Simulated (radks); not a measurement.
Fractional charge and spin in the 3p shell of calcium: the spin-up occupation runs from 2 to 3 and the spin-down occupation from 2 to 3; the fullest corner is Ca, [Ne] 3s2 4s2 3p(up 3, down 3). All-electron calculation, non-relativistic Kohn-Sham, BLYP, spin-polarised, spherical densities, point nucleus. Program: a radial shooting solver on a logarithmic mesh with Libxc functionals. Energy (eV) above the fullest corner. The planes named below are the two flat planes that join the four corners, with an edge along up + down = one added electron.

down \ up,2,2.5,3
2,83.597,57.025,34.159
2.5,57.025,34.488,15.450
3,34.159,15.450,0.000

Corners above the fullest one (they belong to Ca+ and the next ion): (up 3, down 2) 34.159 eV, (up 2, down 3) 34.159 eV, (up 2, down 2) 83.597 eV. With half an added electron in each spin the energy lies 0.329 eV from the planes, and with half an added electron in spin up alone -1.854 eV. The planes are only a guide here: the flat-plane condition holds for ground states with one frontier orbital, while this shell lies below other occupied shells, so the corners above the fullest one are inner-hole states and not the ground states of those ions.
